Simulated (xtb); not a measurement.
ClH3OSn, SMILES [SnH2]([OH])[Cl]. All values are semi-empirical tight-binding results from xtb (GFN2-xTB unless named), good for trends rather than for accurate numbers. Geometry optimised at GFN2-xTB. Other conformers were not sampled.

Optimised geometry:

```xyz
6

Sn    -0.1066    -0.4728     0.0144
O      1.8152    -0.5127    -0.2628
Cl    -0.6011     1.7588     0.0861
H     -0.8058    -1.2522    -1.2994
H     -0.4301    -1.2374     1.4788
H      2.2638     0.3315    -0.2615
```
Charge 0, spin multiplicity 1.

For metal compounds this method's bond lengths and energies can be far off.

Task: Estimate the properties. (An estimate is asked for; the answer gives what the named calculation found.)

Result: 
```json
{
 "orbital_gap": "5.09 eV",
 "zero_point_energy": "15.2 kcal/mol",
 "G − E(el) at 298.15 K (modified RRHO)": "-4.2 kcal/mol"
}
```

Computed atomic charges and the Wiberg bond orders between heavy atoms:
charges (e) Sn1 0.32, O2 -0.49, Cl3 -0.19, H4 0.03, H5 0.03, H6 0.31. Bond orders Sn1–O2 0.94, Sn1–Cl3 0.96.
